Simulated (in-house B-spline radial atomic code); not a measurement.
Results of a calculation; reference values are marked as such.
## Extrapolating the RPA correlation energy in partial waves: neutral silver

All-electron RPA on PBE orbitals from an all-electron radial atomic-structure program (B-spline basis), scalar-relativistic (spin-free one-electron X2C), finite nucleus, configuration [Kr] 4d10 5s1, highest spin. RPA overbinds a lone outer s electron by self-correlation, and G0W0 tends to as well. With empty states up to angular momentum L the sums are:

```csv
L,E_c(L) (hartree)
4,-3.140981
5,-3.386157
6,-3.505681
7,-3.569329
```

For large l each further wave adds A/(l + 1/2)⁴, because the basis must build the cusp where two electrons meet.

(1) Estimate the limit from L = 6 and L = 7.

(2) How good is the estimate?

## Answers

(1) Wave 7 adds -0.063648, against a sum of (l + 1/2)⁻⁴ of 3.16049e-04, so A = -201.39. The sum over l > 7 is ζ(4, 8.5) = 6.4602e-04, close to 1/(3 × 8³) = 6.5104e-04. The tail is -0.130100 and the limit -3.69943 hartree.

(2) A run to L = 11 sums to -3.64581 and extrapolates to -3.67408 hartree, 2.24 millihartree from the run before, so it has not settled and is itself too deep. The estimate differs from that by -25.35 millihartree, while the bare sum at L = 7 misses 104.8 millihartree (2.9 %).
